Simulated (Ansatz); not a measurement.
`C[SiH](F)C=N` → `N/C(F)=C/[SiH3]`  (isomerisation)

Gas-phase electronic energies from Ansatz, PBE0-D4/def2-TZVP geometries. CBS: MP2 limit from def2 TZ/QZ plus the TZ coupled-cluster correction, frozen cores. DFT in def2-TZVPP. B3LYP here is the variant with VWN-RPA as its local correlation; programs differ in this. Each species was taken in one conformer, which may not be the lowest.

| level | ΔE (kJ/mol) | difference from CCSD(T)/CBS |
| --- | --- | --- |
| PBE-D4 | 179.0 | -30.6 |
| PBE0-D4 | 181.7 | -27.9 |
| B3LYP-D4 | 192.9 | -16.7 |
| B2PLYP | 200.1 | -9.5 |
| PBE | 178.7 | -30.9 |
| PBE0 | 181.4 | -28.2 |
| MP2/def2-TZVPP | 207.0 | -2.6 |
| SCS-MP2/def2-TZVPP | 209.0 | -0.6 |
| CCSD/def2-TZVPP | 207.0 | -2.6 |
| CCSD(T)/def2-TZVPP | 205.9 | -3.7 |
| HF/def2-QZVPP | 202.2 | -7.4 |
| MP2/def2-QZVPP | 209.9 | 0.3 |
| SCS-MP2/def2-QZVPP | 212.1 | 2.5 |
| HF/CBS(def2) | 202.5 | -7.1 |
| MP2/CBS(def2) | 210.8 | 1.2 |
| CCSD/CBS(def2) | 210.8 | 1.2 |
| CCSD(T)/CBS | 209.6 | 0 |

Largest T1 diagnostic among the species: 0.012.

In def2-TZVPP, CCSD(T) changes the Hartree–Fock value by +5.6 kJ/mol (the triples alone add −1.2 kJ/mol) and MP2 by +6.8 kJ/mol.
